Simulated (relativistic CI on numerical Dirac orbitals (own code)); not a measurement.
# Sensitivity of the levels of Ce11+ to α and to the nuclear radius

Calculated at this level of theory: Dirac-Coulomb-Breit CI, separate exchange-only KLI orbitals for each configuration, derivatives by finite differences, unscaled Slater integrals, QED left out (own radial code, finite nucleus).

Configurations in the expansion (outside the closed core [Kr]): 4d10.5s, 4d10.5p, 4d10.4f, 4d10.5d, 4d10.5f, 4d9.5s.4f, 4d10.6s, 4d10.6p. Levels of other configurations are missing.

With x = (α/α₀)² − 1 an excitation energy changes as ω = ω₀ + qx; K = 2q/ω₀ is the relative enhancement. Terms are leading LS components, so labels can repeat. The field-shift factor is F = δν/δ⟨r²⟩ for the transition from the lowest level.

Lowest level 4d10.5s 2S_1/2.

```
             Level  ω₀ (cm⁻¹)  q (cm⁻¹)         K  F (GHz/fm²)
   4d10.4f 2F°_5/2     148762     77970      1.05        -69.7
   4d10.4f 2F°_7/2     151349     80230      1.06        -69.6
   4d10.5p 2P°_1/2     157086     12810     0.163          -65
   4d10.5p 2P°_3/2     193704     53890     0.556        -66.9
    4d10.5d 2D_3/2     451466     57800     0.256        -66.6
    4d10.5d 2D_5/2     457862     64300     0.281        -66.6
    4d10.6s 2S_1/2     658444     34810     0.106        -37.7
   4d10.6p 2P°_1/2     729695     39210     0.107        -64.1
   4d10.5f 2F°_5/2     739856     63620     0.172        -65.7
   4d10.5f 2F°_7/2     740923     64670     0.175        -65.7
   4d10.6p 2P°_3/2     745403     56630     0.152        -64.9
 4d9.5s.4f 4P°_1/2     850011     -8907    -0.021         6.96
 4d9.5s.4f 4P°_3/2     854442     -5761   -0.0135            7
 4d9.5s.4f 4P°_5/2     863094     325.1  0.000753         7.18
 4d9.5s.4f 2P°_1/2     865250     -5477   -0.0127            5
 4d9.5s.4f 2P°_3/2     874568       363   0.00083         5.28
4d9.5s.4f 4H°_13/2     875799     -7787   -0.0178         7.26
4d9.5s.4f 4H°_11/2     878976     -7088   -0.0161         7.11
 4d9.5s.4f 4H°_9/2     883061     -5986   -0.0136         6.89
4d9.5s.4f 2H°_11/2     889463     -6578   -0.0148         5.49
 4d9.5s.4f 4F°_7/2     892490     -7175   -0.0161         7.31
 4d9.5s.4f 4F°_5/2     892633     -9062   -0.0203         7.15
 4d9.5s.4f 4H°_7/2     893475      2491   0.00558         7.29
```

At this charge transitions that keep the count of f electrons are usually good to a few per cent. Levels and lines within the n = 5 or 6 shells can be off by up to 10 % or somewhat more, and those that change n by about 2 %, since core polarisation is missing. Levels that differ in their count of f electrons can be misplaced by several ten thousand cm⁻¹, since the correlation energy of f electrons is missing or only estimated; rates across such gaps can be off by orders of magnitude.
